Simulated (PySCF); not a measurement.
**Dipole moment and polarisability of `FC[SiH2][Si@@H](F)S[SiH3]`**

Compound: CH₈F₂SSi₃.
Atom-mapped SMILES: `[F:1][CH2:2][SiH2:3][Si@@H:4]([F:5])[S:6][SiH3:7]` (hydrogens: H8, H9 on C2; H10, H11 on Si3; H12 on Si4; H13, H14, H15 on Si7)

Cartesian coordinates in Å at the GFN2-xTB level; atoms count from 1:
```
atom  x, y, z in Å
F1    -2.6799   -1.1667    1.2353
C2    -3.0429   -0.7387   -0.0308
Si3   -1.8046    0.6137   -0.6101
Si4    0.2999   -0.1806   -0.0939
F5     0.7508   -1.2931   -1.1851
S6     1.6825    1.4591   -0.3034
Si7    3.6080    0.5076   -0.2911
H8    -3.0406   -1.6295   -0.6634
H9    -4.0697   -0.3775    0.0496
H10   -2.1044    0.8186   -2.0348
H11   -2.1395    1.8452    0.1117
H12    0.6090   -0.8837    1.1418
H13    3.7285   -0.2252    0.9637
H14    3.6854   -0.3810   -1.4407
H15    4.5130    1.6398   -0.3763
```

Level: CAM-B3LYP/def2-SVPD (PySCF), static field, nuclei fixed, core orbitals frozen in the response. The polarisability tensor in these axes (au):

```
x   151.11   6.21   1.11
y     6.21 103.51  -3.80
z     1.11  -3.80  94.64
```

Task: What are the eigenvalues, a third of the trace, and Δα (Δα² = ½Σ(αi − αj)² over the three pairs)?

Result: Principal values 93.05, 104.30 and 151.91 au; mean 116.42 au = 17.25 Å³ = 19.20 × 10⁻⁴⁰ C²·m²/J; Δα = 54.12 au (46 % of the mean).

Task: What is the dipole moment, and where does it point?

Result: (-0.62, 0.37, -0.57) D, 0.92 D in size, pointing from the negative to the positive side. Measured along this direction, the outermost atoms are H13 at the negative end and H10 at the positive end.

Task: In a dilute gas of rigid molecules at 350 K, how does the orientational term μ²/3kT compare with the electronic polarisability?

Result: In Gaussian units μ²/3kT = 5.86 Å³ against 17.25 Å³, a ratio of 0.34; the Debye molar polarisation (4π/3)N_A(α + μ²/3kT) is 58.3 cm³/mol, leaving out the vibrational part.

Task: What molar refraction does this α imply?

Result: Lorentz–Lorenz: R = (4π/3)N_A α = 2.5225 cm³/(mol·Å³) × 17.25 Å³ = 43.5 cm³/mol, in the limit of long wavelengths.

Task: Along which axes do the principal values lie, and how far do the nuclei extend along each?

Result: Largest value along (0.99, 0.13, 0.01), where the nuclei span 8.76 Å; middle along (-0.11, 0.92, -0.38), 3.21 Å; least along (-0.06, 0.37, 0.93), 2.60 Å. The response follows the extents in order.

Task: Find the Langevin capture rate constant for NH4+ (18.034 u) meeting this molecule (173.962 u), k = 2.342 × 10⁻⁹ cm³/s × √(α in Å³ / reduced mass in u).

Result: The reduced mass is 16.34 u, so k = 2.41 × 10⁻⁹ cm³/s. The formula leaves out the permanent dipole, which adds to the capture rate.

Task: What depolarisation ratio follows for Rayleigh scattering of linearly polarised light, taking the static tensor?

Result: ρ = 3Δα²/(45ᾱ² + 4Δα²) = 8787.7/(609936 + 11717.0) = 0.0141.

The structure is a single GFN2-xTB conformer in the gas phase; no vibrational or solvent corrections.
